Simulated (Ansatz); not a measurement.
Geometry optimisation, Ansatz, DFT PBE-D3(BJ), scalar-relativistic, plane waves, PAW.

input.yaml

```yaml
crystal:
  lattice:
    - [6.573138, 0.0, 0.0]
    - [0.0, 6.573138, 0.0]
    - [0.0, 0.0, 6.573138]
  atoms:
    - { symbol: O, position: [0.2758453, 0.0231513, 0.465855] }
    - { symbol: H, position: [0.3200824, 0.1219201, 0.3658529] }
    - { symbol: H, position: [0.2025256, -0.0772617, 0.3867724] }
    - { symbol: O, position: [0.8888757, 0.57818, 0.083106] }
    - { symbol: H, position: [0.8028403, 0.6565377, -0.0072852] }
    - { symbol: H, position: [0.793765, 0.4991446, 0.1632307] }
    - { symbol: O, position: [0.2958578, 0.5067749, 1.0062043] }
    - { symbol: H, position: [0.3207117, 0.6195819, 0.9147195] }
    - { symbol: H, position: [0.2973338, 0.3885589, 0.9182532] }
    - { symbol: O, position: [0.4545607, 0.6326785, 0.3708872] }
    - { symbol: H, position: [0.3751505, 0.7244488, 0.2873118] }
    - { symbol: H, position: [0.3589793, 0.527054, 0.4085736] }
    - { symbol: O, position: [0.9432111, 1.0041129, 0.6871417] }
    - { symbol: H, position: [0.8506975, 1.076527, 0.5982034] }
    - { symbol: H, position: [0.9543509, 0.8705641, 0.6258782] }
    - { symbol: O, position: [0.5934156, 1.0516486, 1.0067028] }
    - { symbol: H, position: [0.5218434, 0.9970668, 0.8900372] }
    - { symbol: H, position: [0.6017368, 0.9378036, 1.0998838] }
    - { symbol: O, position: [0.9960178, 0.1056826, 0.1519909] }
    - { symbol: H, position: [0.8963496, 0.1543053, 0.0549616] }
    - { symbol: H, position: [0.9393107, -0.0212785, 0.2007535] }
    - { symbol: O, position: [0.6091911, 0.4874636, 0.7482869] }
    - { symbol: H, position: [0.6223377, 0.5987051, 0.6525524] }
    - { symbol: H, position: [0.5903519, 0.368918, 0.6628197] }
    - { symbol: Ag, position: [0.9673096, 0.4794414, 0.5457355] }
    - { symbol: F, position: [0.6943955, 0.9254717, 0.4105367] }
basis:
  ecutwfc: 420.0
kpoints:
  mp_grid: { grid: [1, 1, 1] }
hamiltonian:
  xc: pbe
  dispersion: d3bj
scf:
  occupations: { method: fermi_dirac, width: 0.05 }
  lower_state_search: "off"
relax:
  f_tol: 0.3
  max_steps: 15
  adjacent_minimum: "off"
```

Run as:

```bash
$ ansatz run input.yaml --threads 1 --pin off --max-ram 3072MiB --backend cpu --events-out ev --progress --plain --runs-dir out
```

Where does it end, and by what steps?

It converged. The threshold is loose, so the end isn't yet a minimum. Limits of this set-up: coarse k mesh. After 14 steps the energy has fallen by 6.254 eV; H5 moved furthest, 1.36 Å. Joined: O19–Ag25.

| step | energy less start (eV) | largest force component (eV/Å) | accepted |
| --- | --- | --- | --- |
| 0 | 0.0000 | 1.610 | yes |
| 1 | -1.1120 | 2.076 | yes |
| 2 | -2.0748 | 2.180 | yes |
| 3 | -3.0497 | 1.648 | yes |
| 4 | -3.8000 | 1.241 | yes |
| 5 | -4.3758 | 0.974 | yes |
| 6 | -4.8502 | 1.219 | yes |
| 7 | -5.2230 | 1.006 | yes |
| 8 | -5.4956 | 0.975 | yes |
| 9 | -5.7055 | 0.830 | yes |
| 10 | -5.8583 | 0.737 | yes |
| 11 | -5.9819 | 0.642 | yes |
| 12 | -6.0521 | 0.906 | yes |
| 13 | -6.1530 | 0.564 | yes |
| 14 | -6.2545 | 0.278 | yes |

```xyz
26
Lattice="6.5731 0.0000 0.0000 0.0000 6.5731 0.0000 0.0000 0.0000 6.5731" Properties=species:S:1:pos:R:3
O 2.369 0.876 3.368
H 3.087 0.465 2.851
H 1.585 0.793 2.774
O 5.498 3.929 0.834
H 5.047 4.723 1.225
H 4.821 3.512 0.266
O 2.029 2.653 6.785
H 2.071 3.228 6.001
H 2.633 1.884 6.562
O 2.435 4.094 2.559
H 2.949 4.887 2.305
H 2.324 3.570 1.722
O 5.478 6.515 4.414
H 5.121 6.191 3.547
H 6.190 5.900 4.653
O 3.556 7.098 6.296
H 4.183 6.785 5.600
H 3.869 6.696 7.138
O 6.722 0.928 1.596
H 6.930 1.307 0.719
H 5.921 0.346 1.514
O 4.086 3.018 4.310
H 3.416 3.394 3.643
H 3.748 2.114 4.473
Ag 5.749 2.628 2.885
F 4.452 6.047 2.003
```

Time of the run: 38 s on 1 thread of Arm Neoverse V1, with other jobs on the host, peak memory 0.38 GiB.
